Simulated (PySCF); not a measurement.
Orbital levels and atomic charges

System: C14H8S2 (redox-flow and redox-shuttle molecule), SMILES C#Cc1ccc2c(c1)Sc1ccccc1S2.

Cartesian coordinates (Å):
```
  1 C     5.632   -0.030    0.356
  2 C     4.486    0.033    0.003
  3 C     3.138    0.095   -0.420
  4 C     2.761   -0.429   -1.658
  5 C     1.442   -0.376   -2.054
  6 C     0.481    0.220   -1.243
  7 C     0.853    0.748   -0.012
  8 C     2.173    0.673    0.402
  9 S    -0.290    1.576    1.063
 10 C    -1.766    0.624    0.828
 11 C    -2.595    0.448    1.929
 12 C    -3.796   -0.224    1.799
 13 C    -4.165   -0.751    0.571
 14 C    -3.332   -0.602   -0.521
 15 C    -2.137    0.096   -0.402
 16 S    -1.171    0.313   -1.873
 17 H     6.632   -0.084    0.666
 18 H     3.504   -0.876   -2.301
 19 H     1.137   -0.782   -3.006
 20 H     2.450    1.086    1.360
 21 H    -2.294    0.864    2.878
 22 H    -4.440   -0.337    2.656
 23 H    -5.100   -1.278    0.462
 24 H    -3.603   -1.006   -1.484
```

Method: BHandHLYP/6-31G*, gas phase, PySCF, fitting set def2-universal-JFIT up to Ne and JKFIT beyond, grid level 1.

(1) Give the orbital energies near the gap.

(2) Give the partial charges of the non-hydrogen atoms.

Results:

(1) 
```
orbital     eV
 HOMO-4  -9.01
 HOMO-3  -8.45
 HOMO-2  -7.96
 HOMO-1  -7.37
   HOMO  -6.67
   LUMO  -0.01
 LUMO+1   0.61
 LUMO+2   0.84
 LUMO+3   0.97
```

(2) 
```
atom  Mulliken    IAO  Hirshfeld
  C1     -0.59  -0.22      -0.11
  C2      0.30  -0.03      -0.05
  C3      0.01  -0.01       0.02
  C4     -0.14  -0.13      -0.03
  C5     -0.18  -0.14      -0.04
  C6     -0.12  -0.11      -0.01
  C7     -0.13  -0.11      -0.01
  C8     -0.17  -0.13      -0.04
  S9      0.20   0.18       0.00
 C10     -0.12  -0.11      -0.02
 C11     -0.17  -0.14      -0.04
 C12     -0.15  -0.14      -0.04
 C13     -0.15  -0.14      -0.04
 C14     -0.17  -0.14      -0.04
 C15     -0.12  -0.11      -0.02
 S16      0.20   0.19       0.00
```
